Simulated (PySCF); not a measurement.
# C₆ coefficients of unlike pairs at BHandHLYP

Calculated with PySCF 2.14 from the dipole response of each species, C₆(A,B) = (3/π) ∫ α_A(iu) α_B(iu) du, in atomic units, from isotropic polarisabilities. For ions this is the dispersion term alone; charge-induced terms of lower order in 1/R come first.

```tsv
species	configuration	basis	relativity	α (bohr³)	C₆ (like pair)
Ne³⁺	[He] 2s2 2p3 (4S)	aug-cc-pVTZ with one added diffuse shell each of s, p, d, f type (6s5p4d3f)	none	0.6769	0.5939
Be²⁺	1s2 (1S)	aug-cc-pVTZ with one added diffuse shell each of s, p, d, f type (6s5p4d3f)	none	0.04074	0.005840
Cd²⁺	[Kr] 4d10 (1S)	aug-cc-pwCVDZ-PP with ECP28MDF (6s6p5d3f)	core potential	4.806	23.53
```

(1) Estimate C₆ for Cd²⁺ with Be²⁺.

No spin-orbit coupling is included.

The other pairs:

```json
{"pair": "Cd²⁺, Ne³⁺", "C₆": "3.701"}
{"pair": "Be²⁺, Ne³⁺", "C₆": "0.05538"}
```

## Answers

(1) The integral gives 0.3276. The combination rule 2 C_A C_B / (C_A α_B/α_A + C_B α_A/α_B) gives 0.3093 and the geometric mean 0.3707.
